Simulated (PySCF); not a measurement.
`C[C@H](/C=C\C#N)CN`, C6H10N2

Molfile (atoms numbered from 1):
```
C6H10N2
     RDKit          3D

 18 17  0  0  0  0  0  0  0  0999 V2000
   -0.9136    1.8762    0.3374 C   0  0  0  0  0  0  0  0  0  0  0  0
   -0.2839    0.4877    0.2625 C   0  0  2  0  0  0  0  0  0  0  0  0
    0.9414    0.5010   -0.5846 C   0  0  0  0  0  0  0  0  0  0  0  0
    2.0248   -0.2468   -0.3559 C   0  0  0  0  0  0  0  0  0  0  0  0
    2.1441   -1.0887    0.7659 C   0  0  0  0  0  0  0  0  0  0  0  0
    2.2424   -1.7830    1.6747 N   0  0  0  0  0  0  0  0  0  0  0  0
   -1.2981   -0.5294   -0.3410 C   0  0  0  0  0  0  0  0  0  0  0  0
   -0.8989   -1.9133   -0.2919 N   0  0  0  0  0  0  0  0  0  0  0  0
   -1.7977    1.8563    0.9698 H   0  0  0  0  0  0  0  0  0  0  0  0
   -1.2081    2.2167   -0.6533 H   0  0  0  0  0  0  0  0  0  0  0  0
   -0.2084    2.5918    0.7548 H   0  0  0  0  0  0  0  0  0  0  0  0
   -0.0307    0.1423    1.2718 H   0  0  0  0  0  0  0  0  0  0  0  0
    0.9022    1.1218   -1.4698 H   0  0  0  0  0  0  0  0  0  0  0  0
    2.8776   -0.2429   -1.0222 H   0  0  0  0  0  0  0  0  0  0  0  0
   -1.4892   -0.2689   -1.3863 H   0  0  0  0  0  0  0  0  0  0  0  0
   -2.2379   -0.4372    0.2092 H   0  0  0  0  0  0  0  0  0  0  0  0
   -0.0450   -2.0697   -0.8168 H   0  0  0  0  0  0  0  0  0  0  0  0
   -0.7298   -2.2076    0.6641 H   0  0  0  0  0  0  0  0  0  0  0  0
  1  2  1  0
  2  3  1  0
  3  4  2  0
  4  5  1  0
  5  6  3  0
  2  7  1  0
  7  8  1  0
  1  9  1  0
  1 10  1  0
  1 11  1  0
  2 12  1  1
  3 13  1  0
  4 14  1  0
  7 15  1  0
  7 16  1  0
  8 17  1  0
  8 18  1  0
M  END
```

Level of theory: GIAO HF/pcSseg-1 magnetisability, rotational g tensor and spin-rotation constants, non-relativistic, gas phase (PySCF 2.14.0). Geometry: GFN2-xTB.

Question: Give the nuclear spin-rotation constants along the inertial axes (H = +C I·J) beside the isotropic shieldings.

Answer: Rotational constants 2.7376, 1.5137, 1.2019 GHz. A star marks the isotopologue with that one atom substituted, in its own axes.
```
atom  isotope  Caa (kHz)  Cbb (kHz)  Ccc (kHz)  mean (kHz)  σ (ppm)
  N6      14N      0.447      0.311      0.167       0.308    -59.0
  N8      14N      0.109      0.066      0.036       0.070    240.3
  H9       1H     -0.210     -0.135     -0.049      -0.132     30.9
 H10       1H     -0.159     -0.182     -0.043      -0.128     31.3
 H11       1H     -0.283     -0.003     -0.122      -0.136     30.9
 H12       1H     -0.186     -0.167     -0.008      -0.120     29.7
 H13       1H     -0.150     -0.115      0.011      -0.085     25.4
 H14       1H     -0.206     -0.124      0.012      -0.106     26.8
 H15       1H     -0.218     -0.172      0.003      -0.129     30.2
 H16       1H     -0.146     -0.138     -0.038      -0.107     29.4
 H17       1H     -0.165     -0.157     -0.070      -0.130     30.9
 H18       1H     -0.242     -0.165     -0.042      -0.150     31.5
  C1     13C*      0.345      0.200      0.162       0.236    174.7
  C2     13C*      0.497      0.225      0.197       0.306    153.2
  C3     13C*      1.046      0.382      0.559       0.662     20.2
  C4     13C*      0.610      0.304      0.436       0.450     88.3
  C5     13C*      0.792      0.534      0.268       0.532     71.2
  C7     13C*      0.453      0.242      0.241       0.312    145.4
```
For the geometry as given, no vibrational averaging.

Question: How do the rotational constants and the g tensor change when H9, H10, H11, H12, H13, H14, H15, H16, H17, H18 are replaced by deuterium?

Answer: Constants 2.3055, 1.3381, 1.0680 GHz; g -0.0148, -0.0082, -0.0115, against -0.0172, -0.0087, -0.0130 before.
